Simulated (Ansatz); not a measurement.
A structure relaxed at PBE0-D4/def2-TZVP, charge 0, multiplicity 1:

```xyz
17

C    -1.1239    1.6023    2.8065
C    -0.6853    0.8471    1.6584
N    -0.3429    0.2465    0.7481
Al    0.1508   -0.8402   -0.9395
C    -0.5333    0.3952   -2.3049
C     2.0917   -1.0449   -0.6605
O    -0.8454   -2.2319   -0.6806
H    -2.1990    1.4726    2.9397
H    -0.6055    1.2506    3.6997
H    -0.9051    2.6605    2.6562
H    -0.0874    1.3930   -2.2296
H    -0.3154    0.0270   -3.3132
H    -1.6200    0.5121   -2.2397
H     2.5540   -1.6053   -1.4807
H     2.6033   -0.0769   -0.6166
H     2.3334   -1.5807    0.2641
H    -0.4701   -3.0267   -0.3073
```

Task: Give its formula and SMILES.

Result: C4H10AlNO, `CC#[N+][Al-]([CH3])([CH3])[OH]`.

Task: Point group (tolerance 0.08 Å, 0.16 Å for H)?

Result: C1.

Task: Summarise the bond lengths by kind.

Result: 1 × C–C 1.442 Å; 9 × C–H 1.091 to 1.096 Å; 1 × C–N 1.143 Å; 1 × Al–N 2.067 Å; 2 × Al–C 1.964 to 1.971 Å; 1 × Al–O 1.731 Å; 1 × H–O 0.955 Å.

Results of the Gaussian-basis code of Ansatz.
